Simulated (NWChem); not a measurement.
System: GaH$_{3}$; SMILES [GaH3]

Input file for NWChem:

```
start job
memory heap 200 mb stack 900 mb global 1100 mb
geometry units angstroms noautosym nocenter noautoz
  Ga     0.000000     0.000000     0.000000
  H      1.117639     1.117639     0.000000
  H      0.409084    -1.526724     0.000000
  H     -1.526724     0.409084     0.000000
end
basis spherical
  Ga library aug-cc-pvdz
  H library aug-cc-pvdz
end
dft
  xc b3lyp
  iterations 150
end
tddft
  nroots 8
end
task tddft energy
```

Structure relaxed at the PBE-D3(BJ)/def2-SVP level. B3LYP is NWChem's, with the RPA form of VWN correlation.

Vertical excitations in the gas phase.

Q: Predict the main results of this run. (B3LYP/aug-cc-pVDZ, full TDDFT.) Quantities: lowest excitation, singlet (eV); oscillator strength of that lowest state; lowest state with f > 0.02, singlet (eV); oscillator strength of that bright state; lowest triplet (eV); orbital gap (eV).

A: 
```
Item                                      Result
----------------------------------------  ------
lowest excitation, singlet (eV)             5.04
oscillator strength of that lowest state   0.000
lowest state with f > 0.02, singlet (eV)    7.56
oscillator strength of that bright state   0.192
lowest triplet (eV)                         4.56
orbital gap (eV)                            6.21
```
